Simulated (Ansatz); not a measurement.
Complex (SMILES): [SiH4] (SiH4) with C(#N)C, atoms 1 to 5 the first; geometry from B3LYP-D3(BJ)/def2-TZVP, monomers rigid:
```xyz
11

Si    -0.2782    -0.3110     0.5434
H      0.3703     0.3249    -0.6277
H      0.4858    -0.0047     1.7685
H     -1.6621     0.2034     0.6592
H     -0.3267    -1.7748     0.3228
C     -3.3733    -2.6798     1.4880
C     -2.5202    -2.2119     2.5677
N     -1.8380    -1.8349     3.4125
H     -4.2233    -3.2313     1.8900
H     -3.7418    -1.8307     0.9118
H     -2.8079    -3.3342     0.8241
```

The counterpoise-corrected interaction energy at MP2 with Ansatz (a program for electronic structure), in kcal/mol, split into its Hartree-Fock and correlation parts. Cores are frozen. No added dispersion term, no relativity. Functions are those of the species that has most.

| basis | X | functions | Hartree-Fock | MP2 |
|---|---|---|---|---|
| aug-cc-pV(D+d)Z | 2 | 164 | 0.63 | -1.48 |
| aug-cc-pV(T+d)Z | 3 | 354 | 0.61 | -1.78 |
| aug-cc-pV(Q+d)Z | 4 | 651 | 0.60 | -1.87 |

Worked estimate of the basis-set limit from each neighbouring pair, with Hartree-Fock from the larger set and the correlation part extrapolated as X^-3.
Correlation parts: X = 2: -2.11, X = 3: -2.39, X = 4: -2.47.
- (2,3): (27·(-2.39) - 8·(-2.11))/19 = -2.51; with Hartree-Fock 0.61 the estimate is -1.90 kcal/mol.
- (3,4): (64·(-2.47) - 27·(-2.39))/37 = -2.53; with Hartree-Fock 0.60 the estimate is -1.93 kcal/mol.
The last two estimates differ by 0.03 kcal/mol; the largest set lies 0.06 from the last. Over the last step Hartree-Fock moves by -0.01 and the correlation part by -0.08.
